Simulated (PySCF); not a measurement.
Bonds (- single, = double, # triple, : aromatic): C1=N2 1.246 Å, N2-Si3 1.724 Å, Si3-C4 1.903 Å, C4-C5 1.524 Å. C1 carries H6, H7; Si3 carries H8, H9; C4 carries H10, H11; C5 carries H12, H13, H14. H6 is cis to Si3; H7 is trans to Si3.

- NMR shieldings at PBE0/pcSseg-1/GIAO
- coordinates at the GFN2-xTB level
- program: PySCF 2.14
- one averaged value for each set of equivalent atoms, one conformer, isolated molecule, non-relativistic

Scale: $^{13}$C (σ = 186.93 ppm) and $^{1}$H (σ = 31.72 ppm) and $^{29}$Si (σ = 349.16 ppm) against TMS; $^{15}$N (σ = 267.73 ppm) against NH3 (reference shieldings calculated alike).

```json
{"atoms": "H7", "nucleus": "$^{1}$H", "count": "1", "Hirshfeld charge": "0.05", "δ (ppm)": "?"}
{"atoms": "N2", "nucleus": "$^{15}$N", "count": "1", "Hirshfeld charge": "-0.22", "δ (ppm)": "426.0"}
{"atoms": "H10/H11", "nucleus": "$^{1}$H", "count": "2", "Hirshfeld charge": "0.04", "δ (ppm)": "0.77"}
{"atoms": "H12/H13/H14", "nucleus": "$^{1}$H", "count": "3", "Hirshfeld charge": "0.04", "δ (ppm)": "?"}
{"atoms": "H8/H9", "nucleus": "$^{1}$H", "count": "2", "Hirshfeld charge": "-0.09", "δ (ppm)": "5.03"}
{"atoms": "Si3", "nucleus": "$^{29}$Si", "count": "1", "Hirshfeld charge": "0.37", "δ (ppm)": "-30.5"}
{"atoms": "C1", "nucleus": "$^{13}$C", "count": "1", "Hirshfeld charge": "0.03", "δ (ppm)": "171.2"}
{"atoms": "C5", "nucleus": "$^{13}$C", "count": "1", "Hirshfeld charge": "-0.12", "δ (ppm)": "11.6"}
{"atoms": "H6", "nucleus": "$^{1}$H", "count": "1", "Hirshfeld charge": "0.04", "δ (ppm)": "8.80"}
{"atoms": "C4", "nucleus": "$^{13}$C", "count": "1", "Hirshfeld charge": "-0.15", "δ (ppm)": "?"}
```

Problem. Estimate the values marked ?.

Solution. 
- C4: 11.1 ppm, sp3 CH2 bonded to Si; an electropositive neighbour leaves it electron-rich and shielded
- H7: 8.71 ppm, hydrogen on a C=N carbon
- H12/H13/H14: 1.40 ppm, hydrogen on a methyl carbon

Shifts are as computed. Against solution values, carbons near 30 ppm lie about +3 ppm off and those near 130 ppm about +5 ppm. Of 1211 compounds with measured shifts, 218 miss one by over three times the rms of a fit or turn the order of signals round; such compounds aren't used in these exercises. Experimental scales use liquid or dissolved standards, which lie at an offset from isolated NH3 (liquid NH3: subtract about 20 ppm). Unscaled 15N shifts of sp2 nitrogen come out 20 to 40 ppm too high even then.
